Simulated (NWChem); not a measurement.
# C4H7F; SMILES [C@@H](F)(C=C)C

```xyz
12

C      0.0463     1.9349     0.2648
C     -0.5777     0.8946    -0.2843
C      0.0133    -0.4767    -0.4028
C     -0.7959    -1.5333     0.3232
F      1.2990    -0.4843     0.0953
H      1.0589     1.8310     0.6626
H     -0.4327     2.9148     0.3297
H     -1.5913     1.0020    -0.6887
H      0.0819    -0.7415    -1.4763
H     -0.3253    -2.5203     0.2069
H     -1.8189    -1.5856    -0.0780
H     -0.8538    -1.2920     1.3948
```
Atoms are numbered in this order, from 1.

Results from NWChem. Geometry: optimised at PBE0/def2-SVP. Level: PBE0/def2-SVP with SMD (1 M gas to 1 M solution), gas-phase geometry.

For solvent toluene:

```yaml
solvation free energy (kcal/mol): -3.3
cavity-dispersion-structure term (kcal/mol): -1.1
dipole in solution (D): 2.00
```

What are these values for solvent water?


| Quantity | Value |
|---|---|
| solvation free energy (kcal/mol) | 0.1 |
| cavity-dispersion-structure term (kcal/mol) | 3.9 |
| dipole in solution (D) | 2.31 |
